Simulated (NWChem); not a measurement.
The numbers come from NWChem runs, not from measurements. System: diboron tetrachloride (B₂Cl₄), charge 0, spin multiplicity 1, at a geometry optimised with B3LYP/def2-SVP. Level: RHF/def2-SVP.

Part of the output:

```
             Northwest Computational Chemistry Package (NWChem) 7.3.0
             --------------------------------------------------------

                                NWChem Input Module
                                -------------------

 Scaling coordinates for geometry "geometry" by  1.889725989
 (inverse scale =  0.529177249)

 Turning off AUTOSYM since
 SYMMETRY directive was detected!

                             Geometry "geometry" -> ""
                             -------------------------

 Output coordinates in angstroms (scale by  1.889725989 to convert to a.u.)

  No.       Tag          Charge          X              Y              Z
 ---- ---------------- ---------- -------------- -------------- --------------
    1 Cl                  17.0000    -1.09852200    -1.04516900     1.73758100
    2 B                    5.0000     0.00000000     0.00000000     0.84802000
    3 Cl                  17.0000     1.09852200     1.04516900     1.73758100
    4 B                    5.0000     0.00000000     0.00000000    -0.84802000
    5 Cl                  17.0000    -1.09852200     1.04516900    -1.73758100
    6 Cl                  17.0000     1.09852200    -1.04516900    -1.73758100

 Effective nuclear repulsion energy (a.u.)     420.8461799980

            Nuclear Dipole moment (a.u.)
            ----------------------------
        X                 Y               Z
 ---------------- ---------------- ----------------
     0.0000000000     0.0000000000     0.0000000000

      Symmetry information
      --------------------

 Group name             D2
 Group number             11
 Group order               4
 No. of unique centers     2

      Symmetry unique atoms

     1    2


 Summary of "ao basis" -> "" (spherical)
 ------------------------------------------------------------------------------
       Tag                 Description            Shells   Functions and Types
 ---------------- ------------------------------  ------  ---------------------
 *                          def2-svp                  on all atoms

 Summary of "ao basis" -> "ao basis" (spherical)
 ------------------------------------------------------------------------------
       Tag                 Description            Shells   Functions and Types
 ---------------- ------------------------------  ------  ---------------------
 Cl                         def2-svp                 8       18   4s3p1d
 B                          def2-svp                 6       14   3s2p1d
[...]
    75     -0.203737  5 Cl px                93     -0.203737  6 Cl px
    10      0.169373  1 Cl pz                42     -0.169373  3 Cl pz

 Vector   39  Occ=2.000000D+00  E=-4.294399D-01  Symmetry=a1
              MO Center=  7.0D-15, -1.8D-13, -4.5D-15, r^2= 5.0D+00
   Bfn.  Coefficient  Atom+Function         Bfn.  Coefficient  Atom+Function
  ----- ------------  ---------------      ----- ------------  ---------------
    13      0.299118  1 Cl pz                45      0.299118  3 Cl pz
    77     -0.299118  5 Cl pz                95     -0.299118  6 Cl pz
    24      0.280541  2 B  pz                56     -0.280541  4 B  pz
    10      0.209734  1 Cl pz                42      0.209734  3 Cl pz
    74     -0.209734  5 Cl pz                92     -0.209734  6 Cl pz

 Vector   40  Occ=0.000000D+00  E= 6.780489D-02  Symmetry=b2
              MO Center=  9.9D-16,  2.3D-14, -4.3D-14, r^2= 3.7D+00
   Bfn.  Coefficient  Atom+Function         Bfn.  Coefficient  Atom+Function
  ----- ------------  ---------------      ----- ------------  ---------------
    26      0.395908  2 B  py                58      0.395908  4 B  py
    23     -0.299875  2 B  py                55     -0.299875  4 B  py
    11      0.203535  1 Cl px                43      0.203535  3 Cl px
    75     -0.203535  5 Cl px                93     -0.203535  6 Cl px
    25     -0.198725  2 B  px                57      0.198725  4 B  px

 Vector   41  Occ=0.000000D+00  E= 7.444400D-02  Symmetry=b3
              MO Center=  2.2D-15, -2.0D-15, -4.5D-14, r^2= 3.7D+00
   Bfn.  Coefficient  Atom+Function         Bfn.  Coefficient  Atom+Function
  ----- ------------  ---------------      ----- ------------  ---------------
    25      0.394203  2 B  px                57      0.394203  4 B  px
    22     -0.293529  2 B  px                54     -0.293529  4 B  px
    26     -0.235082  2 B  py                58      0.235082  4 B  py
    12      0.211899  1 Cl py                44      0.211899  3 Cl py
    76     -0.211899  5 Cl py                94     -0.211899  6 Cl py

 Vector   42  Occ=0.000000D+00  E= 2.155830D-01  Symmetry=b1
              MO Center=  8.6D-16,  9.1D-16,  1.7D-15, r^2= 5.2D+00
   Bfn.  Coefficient  Atom+Function         Bfn.  Coefficient  Atom+Function
  ----- ------------  ---------------      ----- ------------  ---------------
    21      4.830737  2 B  s                 53     -4.830737  4 B  s
    27     -1.437436  2 B  pz                59     -1.437436  4 B  pz
     4     -0.682834  1 Cl s                 36     -0.682834  3 Cl s
    68      0.682834  5 Cl s                 86      0.682834  6 Cl s
    11     -0.267430  1 Cl px                43      0.267430  3 Cl px

 center of mass
 --------------
 x =   0.00000000 y =   0.00000000 z =   0.00000000

 moments of inertia (a.u.)
 ------------------
        2110.289598609432           0.000000000000           0.000000000000
           0.000000000000        2167.419048497865           0.000000000000
           0.000000000000           0.000000000000        1148.424156409547

  Mulliken analysis of the total density
  --------------------------------------

    Atom       Charge   Shell Charges
 -----------   ------   -------------------------------------------------------
    1 Cl  17    17.16   2.00  1.99  1.21  0.72  5.94  2.10  3.16  0.03
    2 B    5     4.69   1.99  0.85  0.07  1.41  0.25  0.12
    3 Cl  17    17.16   2.00  1.99  1.21  0.72  5.94  2.10  3.16  0.03
    4 B    5     4.69   1.99  0.85  0.07  1.41  0.25  0.12
    5 Cl  17    17.16   2.00  1.99  1.21  0.72  5.94  2.10  3.16  0.03
    6 Cl  17    17.16   2.00  1.99  1.21  0.72  5.94  2.10  3.16  0.03

       Multipole analysis of the density wrt the origin
       ------------------------------------------------

     L   x y z        total         open         nuclear
     -   - - -        -----         ----         -------
     0   0 0 0     -0.000000      0.000000     78.000000

     1   1 0 0      0.000000      0.000000      0.000000
     1   0 1 0     -0.000000      0.000000      0.000000
     1   0 0 1      0.000000      0.000000      0.000000

     2   2 0 0    -45.863901      0.000000    293.038108
     2   1 1 0     -0.000000      0.000000      0.000000
     2   1 0 1     -0.000000      0.000000      0.000000
     2   0 2 0    -45.676359      0.000000    265.264800
     2   0 1 1      0.000000      0.000000      0.000000
     2   0 0 2    -48.283030      0.000000    758.837400

 Task  times  cpu:        0.6s     wall:        0.6s

 Total times  cpu:        0.7s     wall:        0.7s
```

Task: Write an NWChem input that would produce this output.

Result: One answer among several that fit: 
```
start mol
memory heap 200 mb stack 900 mb global 1100 mb
geometry units angstroms nocenter noautoz
  Cl    -1.098522    -1.045169     1.737581
  B      0.000000     0.000000     0.848020
  Cl     1.098522     1.045169     1.737581
  B      0.000000     0.000000    -0.848020
  Cl    -1.098522     1.045169    -1.737581
  Cl     1.098522    -1.045169    -1.737581
  symmetry group D2
end
basis spherical
  * library def2-svp
end
scf
  rhf
  nopen 0
  maxiter 100
  thresh 1e-7
  semidirect memsize 60000000 filesize 0
end
task scf energy
```
